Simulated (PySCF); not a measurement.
## Electron correlation in W⁺ (tungsten, charge +1)

[Xe] 4f14 5d4 6s1, high-spin 6D determinant. All numbers are calculated (PySCF 2.14, scalar relativity through the core potential, in cc-pVDZ-PP with ECP60MDF (4s4p3d1f, 38 functions)). Frozen: 5s2 5p6; 5 electrons correlated.

MP2 pair energies summed by pair of shells (mhartree):

```
 pair  energy  share (%)
5d-5d  -24.33       63.6
5d-6s  -13.91       36.4
```

Total MP2 correlation energy: -38.24 mhartree.

Same-spin part -38.24 and opposite-spin part 0.00 mhartree; SCS-MP2 scales them by 1/3 and 6/5 to -12.75 mhartree.
